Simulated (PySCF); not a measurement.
PySCF 2.14 output of an unrestricted r2SCAN calculation on a single atom or ion in x2c-TZVPPall with one added diffuse shell each of s, p, d, f type (9s7p5d3f, 76 functions), with scalar relativity by spin-free X2C-1e:

```
SCF conv_tol = 1e-09
number electrons alpha = 28  beta = 24
    J. W. Furness, A. D. Kaplan, J. Ning, J. P. Perdew, and J. Sun.,  J. Phys. Chem. Lett. 11, 8208-8215 (2020)
    J. W. Furness, A. D. Kaplan, J. Ning, J. P. Perdew, and J. Sun.,  J. Phys. Chem. Lett. 11, 9248-9248 (2020)
    J. W. Furness, A. D. Kaplan, J. Ning, J. P. Perdew, and J. Sun.,  J. Phys. Chem. Lett. 11, 8208-8215 (2020)
    J. W. Furness, A. D. Kaplan, J. Ning, J. P. Perdew, and J. Sun.,  J. Phys. Chem. Lett. 11, 9248-9248 (2020)
cycle= 1 E= -7444.67236511664  delta_E= -0.00595  |g|= 0.0325  |ddm|= 0.462
cycle= 2 E= -7444.67241309957  delta_E= -4.8e-05  |g|= 0.00871  |ddm|= 0.0343
cycle= 3 E= -7444.67241903513  delta_E= -5.94e-06  |g|= 0.00252  |ddm|= 0.00721
cycle= 4 E= -7444.6724198896  delta_E= -8.54e-07  |g|= 0.000102  |ddm|= 0.00503
cycle= 5 E= -7444.67241989438  delta_E= -4.78e-09  |g|= 1.06e-05  |ddm|= 0.000382
cycle= 6 E= -7444.67241989443  delta_E= -5e-11  |g|= 5.18e-07  |ddm|= 9.12e-05
converged SCF energy = -7444.67241989443  <S^2> = 6.0005562  2S+1 = 5.0002225
```

The run itself started from symmetry-adapted Hartree-Fock orbitals and held the occupation by maximum overlap, on a logarithmic radial grid, so the iterations belong to that start.

Task: Which element, charge and spin multiplicity is this?

Result: Xe²⁺ (xenon, charge +2), multiplicity 5; the state was [Kr] 4d10 5s2 5p3 6s1, high-spin 5S determinant (an excited configuration).

The outer electron is Rydberg-like, and this basis confines it to a smaller radius and binds it less than a complete one would.
